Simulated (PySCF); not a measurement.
A survey of 29Si NMR shifts

PySCF 2.14 calculation with GIAO PBE0/pcSseg-1 shieldings and geometry: GFN2-xTB; one computed conformer, no solvent, one averaged value for each set of equivalent atoms, no relativistic terms.

Shieldings were converted by a linear fit to measured shifts: 29Si: δ = 279.94 − 0.822σ (rms 8.9 ppm, 72 shifts, 25.8 ppm with the 6 outliers that the fit left out vs TMS, solution or neat liquid). A few per cent of atoms miss by over 2 rms, more outside the fitted compound classes.

Task: Give the 29Si shifts of `C=C[SiH2]N[Si@@H](P)C1CC1`, `C=C[C@@H]1C[C@@H]1[Si@H](P)N[SiH3]`, `C=C1O[SiH2]O[Si@@]1(C)Cl`, `N[Si@H](C[SiH3])COC=O`, `C=CCC1=C(F)[Si@@H](OC)C1`, `C=C[C@@H]1C[C@@H]1[Si@@H](P)N[SiH3]`, `C=NC[SiH2][Si@H](O)OC`.

Result: 
```
                                                               compound                                              environment  δ (ppm)
   [CH2:1]=[CH:2][SiH2:3][NH:4][Si@@H:5]([PH2:6])[CH:7]1[CH2:8][CH2:9]1                        Si5: silicon bonded to C, N, P, H     -6.2
   [CH2:1]=[CH:2][SiH2:3][NH:4][Si@@H:5]([PH2:6])[CH:7]1[CH2:8][CH2:9]1                         Si3: silicon bonded to C, N, 2 H    -40.6
 [CH2:1]=[CH:2][C@@H:3]1[CH2:4][C@@H:5]1[Si@H:6]([PH2:7])[NH:8][SiH3:9]                        Si6: silicon bonded to C, N, P, H    -10.0
 [CH2:1]=[CH:2][C@@H:3]1[CH2:4][C@@H:5]1[Si@H:6]([PH2:7])[NH:8][SiH3:9]                            Si9: silicon bonded to N, 3 H    -55.4
               [CH2:1]=[C:2]1[O:3][SiH2:4][O:5][Si@@:6]1([CH3:7])[Cl:8]  Si6: silicon bonded to 2 C, Cl, O, in a 5-membered ring     -8.9
               [CH2:1]=[C:2]1[O:3][SiH2:4][O:5][Si@@:6]1([CH3:7])[Cl:8]    Si4: silicon bonded to 2 O, 2 H, in a 5-membered ring    -19.0
               [NH2:1][Si@H:2]([CH2:3][SiH3:4])[CH2:5][O:6][CH:7]=[O:8]                         Si2: silicon bonded to 2 C, N, H    -22.9
               [NH2:1][Si@H:2]([CH2:3][SiH3:4])[CH2:5][O:6][CH:7]=[O:8]                            Si4: silicon bonded to C, 3 H    -70.9
                                               C=CCC1=C(F)[Si@@H](OC)C1        silicon bonded to 2 C, O, H, in a 4-membered ring    -22.0
[CH2:1]=[CH:2][C@@H:3]1[CH2:4][C@@H:5]1[Si@@H:6]([PH2:7])[NH:8][SiH3:9]                        Si6: silicon bonded to C, N, P, H    -13.0
[CH2:1]=[CH:2][C@@H:3]1[CH2:4][C@@H:5]1[Si@@H:6]([PH2:7])[NH:8][SiH3:9]                            Si9: silicon bonded to N, 3 H    -51.0
               [CH2:1]=[N:2][CH2:3][SiH2:4][Si@H:5]([OH:6])[O:7][CH3:8]                        Si5: silicon bonded to 2 O, Si, H    -19.2
               [CH2:1]=[N:2][CH2:3][SiH2:4][Si@H:5]([OH:6])[O:7][CH3:8]                        Si4: silicon bonded to C, Si, 2 H    -69.3
```
